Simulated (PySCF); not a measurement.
A structure optimised at PBE-D3(BJ)/def2-SVP, used in a PySCF frequency run:

```
Ga
F 1 1.7561
Cl 1 2.1350 2 117.39
Br 1 2.2690 2 118.99 3 180.00
```

Q: Write its SMILES, formula and point group.

A: [F][Ga]([Cl])[Br], BrClFGa, Cs

Q: What are its rotational constants (standard atomic weights)?

A: 3.8032, 1.2072, 0.91631 GHz
